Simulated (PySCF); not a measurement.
**How methods differ on the excitation energy of Cr**

Cr [Ar] 3d5 4s1 (7S) → Cr [Ar] 3d4 4s1 5s1 (7D), as a difference of total energies. All numbers are calculated (PySCF 2.14, scalar relativity by spin-free X2C-1e, in aug-cc-pVDZ-DK). Correlated levels: valence: [Ar] frozen. The calculations carry no spin-orbit coupling.

| method | excitation energy (eV) |
| --- | --- |
| UHF | 4.477 |
| LDA | 6.635 |
| PBE | 6.311 |
| PBE0 | 5.970 |
| r2SCAN | 6.275 |
| wB97M-V | 5.827 |
| BHandHLYP | 5.502 |
| BP86 | 6.371 |
| PW91 | 6.363 |
| MP2 (valence) | 5.474 |
| SCS-MP2 (valence) | 4.809 |

Q: How much does correlation contribute at MP2 (valence)?

A: 5.474 − (4.477) = 0.997 eV, measured against UHF.

A first-order spin-orbit estimate (lowest level to lowest level, LS coupling) adds -0.041 eV.

The promoted electron is Rydberg-like, and one or two diffuse shells describe it only roughly, which tends to raise the upper state.
